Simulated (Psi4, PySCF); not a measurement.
F2O (SMILES FOF), singlet, at a GFN2-xTB geometry. Base run: PySCF with BLYP/6-31+G*, TDA.

Here is a job for PySCF.
```python
from pyscf import gto, scf, dft, tdscf

mol = gto.M(
    atom='''
F     0.018890    1.091872   -0.247236
O    -0.022432   -0.002760    0.568977
F     0.001050   -1.089418   -0.258521
''',
    basis='6-31+g*',
    charge=0,
    spin=0,
    verbose=4,
)

mf = dft.RKS(mol)
mf.xc = 'blyp'
mf.kernel()
td = mf.TDA()
td.nstates = 5
td.kernel()
td.analyze()
```

Programs used: Psi4, PySCF; a row that names a program was run with it.

Variants of this job, named by their change:

```json
[
 {"change": "base", "first excitation (eV)": "4.47", "oscillator strength of the first": "0.000", "second (eV)": "5.32"},
 {"change": "functional = hf", "first excitation (eV)": "___", "oscillator strength of the first": "___", "second (eV)": "___"},
 {"change": "basis = def2-SVP", "first excitation (eV)": "___", "oscillator strength of the first": "___", "second (eV)": "___"},
 {"change": "code = psi4", "first excitation (eV)": "4.47", "oscillator strength of the first": "0.000", "second (eV)": "5.32"},
 {"change": "response = full linear response", "first excitation (eV)": "4.38", "oscillator strength of the first": "0.000", "second (eV)": "5.29"},
 {"change": "conv_tol = 1e-3", "first excitation (eV)": "4.47", "oscillator strength of the first": "0.000", "second (eV)": "5.32"},
 {"change": "nstates = 15", "first excitation (eV)": "4.47", "oscillator strength of the first": "0.000", "second (eV)": "5.32"},
 {"change": "functional = wb97x", "first excitation (eV)": "5.00", "oscillator strength of the first": "0.000", "second (eV)": "5.81"},
 {"change": "states = triplets", "first excitation (eV)": "___", "oscillator strength of the first": "-", "second (eV)": "___"},
 {"change": "functional = lc_wpbe", "first excitation (eV)": "5.00", "oscillator strength of the first": "0.000", "second (eV)": "5.78"}
]
```

Q: What belongs in the gaps?

A: 
- functional = hf, first excitation (eV): 5.95
- functional = hf, oscillator strength of the first: 0.001
- functional = hf, second (eV): 6.49
- basis = def2-SVP, first excitation (eV): 4.76
- basis = def2-SVP, oscillator strength of the first: 0.002
- basis = def2-SVP, second (eV): 5.53
- states = triplets, first excitation (eV): 3.12
- states = triplets, second (eV): 4.22

An iterative solver can miss low states, so a row lists the states that it found.
